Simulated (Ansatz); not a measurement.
Born–Oppenheimer molecular dynamics of C2H6OSi (10 atoms, charge 0, multiplicity 1). It starts at the highest image of a converged band. Of that band: Neighbouring images differ by up to 1.7 eV, so the band resolves the path poorly. A vibrational analysis at the climbing image gives one clearly imaginary mode, 1516i cm⁻¹: a first-order saddle point.

Method: RKS B3LYP-D4/6-31G* in Ansatz.

| Property | Result |
| --- | --- |
| ensemble | NVE (velocity Verlet) |
| time step | 0.5 fs |
| steps asked | 200 |
| starting velocities drawn for | 300 K |
| seed | 9208 |

First frame:

```xyz
10
Properties=species:S:1:pos:R:3
C -1.184 0.698 -0.317
C -0.285 -0.153 0.598
Si 1.523 -0.261 0.010
O 2.190 -1.677 -0.308
H -1.226 0.290 -1.333
H -2.210 0.732 0.065
H -0.824 1.730 -0.387
H -0.627 -1.198 0.647
H -0.294 0.241 1.625
H 2.938 -0.403 -0.600
```

Question: How far do the bonds stretch over the last three quarters of this one trajectory? (Pairs bonded in most of those frames.)

Answer: 
| bond | mean (Å) | spread (Å) | shortest | longest |
| --- | --- | --- | --- | --- |
| C1–C2 | 1.559 | 0.038 | 1.47 | 1.61 |
| C1–H5 | 1.098 | 0.015 | 1.07 | 1.12 |
| C1–H6 | 1.098 | 0.029 | 1.05 | 1.15 |
| C1–H7 | 1.104 | 0.044 | 1.03 | 1.17 |
| C2–Si3 | 1.910 | 0.088 | 1.78 | 2.08 |
| C2–H8 | 1.101 | 0.011 | 1.08 | 1.12 |
| C2–H9 | 1.106 | 0.012 | 1.08 | 1.13 |
| Si3–O4 | 1.547 | 0.029 | 1.49 | 1.59 |
| Si3–H10 | 1.650 | 0.209 | 1.26 | 2.00 |

Mean temperature of the second half: 1341 K. The conserved energy stayed within 0.68 meV per atom of its start (net change 0.039 meV per atom), so the integration is sound. The system heated up, since it started high on the potential surface and ran downhill. A run of 0.1 ps of so small a system gives no equilibrium averages. The orbitals stay closed-shell, which can raise the energy where a bond breaks towards radicals; this wasn't checked here.

Run time: 9.8 min on 1 thread of Arm Neoverse V1, on a shared host, peak memory 0.14 GiB.
